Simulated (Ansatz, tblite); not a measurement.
Adding an electron: 1-butyl-3-methylimidazolium (C8H15N2⁺). Total charge 1; singlet. Geometry: PBE0-D4/def2-SVP. Ansatz, gas phase; energy differences of separate SCF runs; the reduced species was run as a doublet alone.

```xyz
25

C     1.8088   -0.6715    2.9703
C     1.6372   -0.4797    1.4717
C     1.3154    0.9599    1.0940
C     1.1818    1.2089   -0.4003
N     0.0761    0.4563   -1.0069
C     0.1887   -0.6820   -1.7654
C    -1.0768   -1.0802   -2.0853
N    -1.9374   -0.1759   -1.5112
C    -3.3886   -0.2004   -1.6202
C    -1.2179    0.7417   -0.8641
H     2.6275   -0.0476    3.3622
H     2.0435   -1.7178    3.2140
H     0.8925   -0.3998    3.5183
H     2.5590   -0.7917    0.9482
H     0.8380   -1.1502    1.1059
H     0.3950    1.2937    1.6069
H     2.1127    1.6313    1.4549
H     1.0173    2.2737   -0.6210
H     2.0917    0.9033   -0.9363
H     1.1517   -1.1191   -2.0189
H    -1.4264   -1.9265   -2.6723
H    -3.8142    0.5638   -0.9591
H    -3.7630   -1.1864   -1.3151
H    -3.6901    0.0064   -2.6563
H    -1.6225    1.5895   -0.3138
```

The xTB rows come from tblite. LC-ωPBE has ω = 0.4 bohr⁻¹.

```
            level  −HOMO (eV)  −LUMO (eV)  vertical EA (eV)  HOMO–LUMO gap (eV)
         GFN1-xTB       16.14       12.09              8.74                4.05
         GFN2-xTB       14.72       11.18              7.75                3.53
LC-ωPBE/def2-TZVP       14.61        2.63              3.25               11.98
```

(1) Estimate the rows for PBE-D4/def2-TZVP, PBE0-D4/def2-TZVP.

## Answers

(1) 
```json
{"level": "PBE-D4/def2-TZVP", "−HOMO (eV)": "10.89", "−LUMO (eV)": "5.87", "vertical EA (eV)": "3.18", "HOMO–LUMO gap (eV)": "5.02"}
{"level": "PBE0-D4/def2-TZVP", "−HOMO (eV)": "11.96", "−LUMO (eV)": "4.89", "vertical EA (eV)": "3.18", "HOMO–LUMO gap (eV)": "7.06"}
```

Relaxing the reduced species (PBE0-D4/def2-SVP) changes its energy by -0.59 eV at PBE0-D4/def2-TZVP, so the adiabatic electron affinity to this nearest minimum is 3.77 eV. At PBE-D4/def2-TZVP it is 3.81 eV.    Raw xTB energy differences between charge states are shifted by several eV; the methods need an empirical correction for them.
